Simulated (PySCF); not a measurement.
```xyz
8
charge 0 multiplicity 3, angstrom
Ru   -0.1410    0.0000    1.1652
Ru    0.1410    0.0000   -1.1652
H     1.3640    0.0000    1.5881
H    -0.7419    1.2560    1.8989
H    -0.7419   -1.2560    1.8989
H     0.7419    1.2560   -1.8989
H    -1.3640    0.0000   -1.5881
H     0.7419   -1.2560   -1.8989
```

Computed with UPBE0/[Ru def2-TZVP with ECP28, H def2-TZVP], scalar-relativistic core potentials, density fitting, no spin–orbit coupling, PySCF.

This geometry of Ru2H6 is a stationary point at this level.

What is the point group?

C2h.

Is it a minimum?

No: it has 3 imaginary modes, at 825i cm⁻¹ (bg), 205i cm⁻¹ (au), 143i cm⁻¹ (bu).

Which band is strongest in the infrared?

2104 cm⁻¹ (bu), 194 km/mol.

What are the dipole moment and the gap between the highest occupied and lowest empty levels of either spin?

0.00 D and 2.41 eV.

This need not be the most stable arrangement of these atoms. Other spin states or occupations of the open shell can lie lower. At this level a singlet minimum of C2 symmetry lies 125 kJ/mol below this structure.
